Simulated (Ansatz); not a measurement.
`OCB[SiH3]`. The species carries charge 0 and has multiplicity 1. All single points use the PBE0-D4/def2-TZVP geometry. It is one conformer, not always the lowest.

```xyz
11

O    -0.205   -1.669   -1.836
C    -0.349   -0.492   -1.071
B     0.400   -0.504    0.283
Si    0.314    1.084    1.523
H    -0.699   -1.571   -2.653
H    -1.410   -0.269   -0.847
H    -0.005    0.406   -1.619
H     1.038   -1.464    0.607
H    -0.501    2.215    0.994
H     1.689    1.595    1.789
H    -0.272    0.669    2.830
```

(1) What is the dipole moment at PBE/def2-TZVPP? (An estimate is asked.)

(2) And with r2SCAN, B3LYP, ωB97M-V? (An estimate is asked.)

(3) Give the Mulliken charges with PBE, r2SCAN, B3LYP in def2-TZVPP. (Best estimate.)

Results:

(1) Computed: 1.94 D, with components (-1.11, 0.71, -1.42) D in this frame, pointing from negative to positive charge.

(2) Computed: r2SCAN 1.92 D, B3LYP 1.88 D, ωB97M-V 1.89 D.

(3) Ansatz gave: 
```csv
atom,PBE,r2SCAN,B3LYP
O1,-0.30,-0.35,-0.33
C2,-0.03,0.06,0.02
B3,0.04,0.04,0.02
Si4,0.05,0.16,0.10
H5,0.18,0.19,0.18
H6,0.09,0.06,0.09
H7,0.09,0.06,0.09
H8,0.04,0.02,0.06
H9,-0.06,-0.09,-0.08
H10,-0.05,-0.07,-0.07
H11,-0.05,-0.07,-0.07
```

B3LYP here is the variant with VWN-RPA as its local correlation; programs differ in this.
